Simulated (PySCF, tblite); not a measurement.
Compound: C4H14N2OSi2.
Cartesian coordinates in Å at the GFN2-xTB level; atoms count from 1:
```
atom  x, y, z in Å
C1     4.4703    0.4061   -0.3114
O2     3.2289   -0.0879   -0.7068
Si3    1.9329   -0.3117    0.2261
N4     0.8004    0.9924    0.3828
Si5   -0.4702    0.2068   -0.5157
C6    -2.0431   -0.2571    0.4304
C7    -2.9131   -1.1863   -0.4086
C8    -2.8320    0.9882    0.8196
N9     0.6753   -1.0854   -0.6737
H10    4.8304   -0.1133    0.5800
H11    4.4082    1.4740   -0.0906
H12    5.1744    0.2482   -1.1289
H13    2.2749   -0.9592    1.4892
H14    0.7715    1.7750    1.0082
H15   -0.7609    0.9415   -1.7514
H16   -1.7714   -0.7869    1.3490
H17   -2.3665   -2.0890   -0.6692
H18   -3.2140   -0.6936   -1.3309
H19   -3.8147   -1.4723    0.1333
H20   -3.1237    1.5441   -0.0691
H21   -3.7377    0.7216    1.3648
H22   -2.2331    1.6435    1.4476
H23    0.7085   -1.8717   -1.2918
```

Level of theory: PBE0/pcSseg-1 in PySCF (dipole) on a GFN2-xTB geometry, gas phase.

Masses are those of the commonest isotopes; rigid-rotor values at the optimised geometry. The values belong to one conformer with, in the numbering `[CH3:1][O:2][Si@H:3]1[NH:4][Si@H:5]([CH:6]([CH3:7])[CH3:8])[NH:9]1`, C1–O2–Si3–N4 90°, N4–Si5–C6–C7 -168°.

(1) What are A, B and C (MHz)?

(2) Classify the top.

(3) What does the inertial defect say?

(4) Give the other two planar moments, Paa and Pbb, and the rms extents of the mass along the axes.

(5) Where do the levels up to J = 2 lie, in MHz?

(6) Predict some low-J microwave lines.

Answers

(1) Ia = 140.03, Ib = 928.68, Ic = 1000.11 u·Å²; 505379 MHz·u·Å²/I gives A = 3609, B = 544.2, C = 505.3 MHz.

(2) A near-prolate asymmetric top: κ = (2 × 544.2 − 3609 − 505.3)/(3609 − 505.3) = -0.97.

(3) Not planar: Δ = Ic − Ia − Ib = -68.60 u·Å². For a rigid frame Δ = −2 Σ m c², so Σ m c² = 34.30 u·Å² lies off the ab plane: 14.68 from hydrogen and 19.62 from heavier atoms. The atom farthest from that plane is 2.00 Å away.

(4) Paa = Σ m a² = (Ib + Ic − Ia)/2 = 894.38 and Pbb = Σ m b² = (Ia + Ic − Ib)/2 = 105.73 u·Å². With the mass M = 162.06 u, the rms extents √(P/M) along a, b and c are 2.35, 0.81, 0.46 Å.

(5) Above 0(0,0):
J = 1: 1(0,1) 1050, 1(1,1) 4114, 1(1,0) 4153
J = 2: 2(0,2) 3148, 2(1,2) 6175, 2(1,1) 6291, 2(2,1) 15486, 2(2,0) 15486

(6) The dipole components are |μa| = 0.51 D, |μb| = 0.80 D, |μc| = 0.84 D. Intensities carry the squares of the components, which stand as 0.37 : 0.90 : 1.00 (a : b : c). Some lines, for components of 0.1 D or more:

| type | branch | J(Ka,Kc) | MHz | lower level (cm⁻¹) |
| --- | --- | --- | --- | --- |
| a | Q | 5(1,4) ← 5(1,5) | 583 | 0.618 |
| c | Q | 4(1,4) ← 4(0,4) | 2895 | 0.350 |
| c | Q | 1(1,1) ← 1(0,1) | 3065 | 0.035 |
| b | Q | 2(1,1) ← 2(0,2) | 3143 | 0.105 |
| a | R | 3(0,3) ← 2(0,2) | 3147 | 0.105 |
| b | Q | 3(1,2) ← 3(0,3) | 3202 | 0.210 |
| a | R | 3(1,2) ← 2(1,1) | 3207 | 0.210 |
| a | R | 5(0,5) ← 4(0,4) | 5240 | 0.350 |
| c | Q | 4(2,3) ← 4(1,3) | 9059 | 0.459 |
| c | R | 4(2,2) ← 3(1,2) | 13340 | 0.317 |
| c | R | 5(2,3) ← 4(1,3) | 14319 | 0.459 |
| b | Q | 5(3,2) ← 5(2,3) | 15412 | 0.937 |
| b | Q | 3(3,0) ← 3(2,1) | 15420 | 0.622 |
| c | Q | 5(4,2) ← 5(3,2) | 21589 | 1.451 |
| b | Q | 5(4,1) ← 5(3,2) | 21589 | 1.451 |
| c | R | 4(4,1) ← 3(3,1) | 25788 | 1.136 |
| b | R | 5(4,1) ← 4(3,2) | 26838 | 1.276 |
| b | Q | 5(5,1) ← 5(4,2) | 27758 | 2.171 |
| c | R | 5(5,1) ← 4(4,1) | 33006 | 1.996 |

Its GFN2-xTB frequencies are all real (lowest 34 cm⁻¹). No vibrational averaging or centrifugal distortion is included, and the geometry carries the error of its method. A rigid rotor knows nothing of inversion at nitrogen or internal rotation, which can split or shift real lines. Quadrupole hyperfine structure (14N) is left out.
